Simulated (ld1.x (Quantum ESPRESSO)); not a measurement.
silicon (Si), TM: configuration errors across variants

* Element: Si (Z = 14)
* Generator: ld1.x (Quantum ESPRESSO) 7.5
* Type: norm-conserving Troullier–Martins (Kleinman–Bylander form)
* Functional: PBE
* Relativity: non-relativistic
* Frozen core: [Ne]
* Valence charge: 4
* Reference configuration: 3s2 3p2
* Partial waves: 3p (bound): rc 1.40 bohr; 3s (bound): rc 1.70 bohr
* Local potential: the s channel
* Core correction: none

All-electron excitation energies from the reference (eV): (1) 3s2 3p1 7.751; (2) 3s2 3p0 23.756; (3) 3s1 3p0 57.658; (4) 3s1 3p3 6.759; (5) 3s2 3p1.5 2.927; (6) 3s2 3p2.3 -0.933; (7) 3s1 3p2 15.119.

Errors AE − PS in meV (a dash: test not solved or not reliable):

| change | (1) | (2) | (3) | (4) | (5) | (6) | (7) | bound ghosts |
| --- | --- | --- | --- | --- | --- | --- | --- | --- |
| base | +0.6 | +4.8 | +67 | +8.8 | +0.2 | 0.0 | +15 | none |
| all radii scaled by about 0.75 (s 1.28, p 1.04 bohr) | +4.2 | +31 | +78 | +18 | +0.8 | +0.2 | +28 | none |
| all radii scaled by about 1.04 (s 1.76, p 1.46 bohr) | +0.4 | +1.2 | +67 | +6.6 | +0.1 | 0.0 | +13 | none |
| all radii scaled by about 1.17 (s 2.00, p 1.64 bohr) | +1.1 | +5.2 | +74 | +3.5 | +0.2 | 0.0 | +9.6 | none |
| all radii scaled by about 1.27 (s 2.16, p 1.78 bohr) | +2.5 | +15 | +83 | +3.7 | +0.5 | +0.1 | +8.6 | none |
| all radii scaled by about 1.37 (s 2.32, p 1.92 bohr) | +4.3 | +24 | +88 | +2.8 | +0.8 | +0.1 | +7.4 | none |

(1) Give the same row for: all radii scaled by about 0.90 (s 1.52, p 1.26 bohr).

Answers

(1) +2.2, +15, +66, +22, +0.4, +0.1, +26; bound ghosts: none.
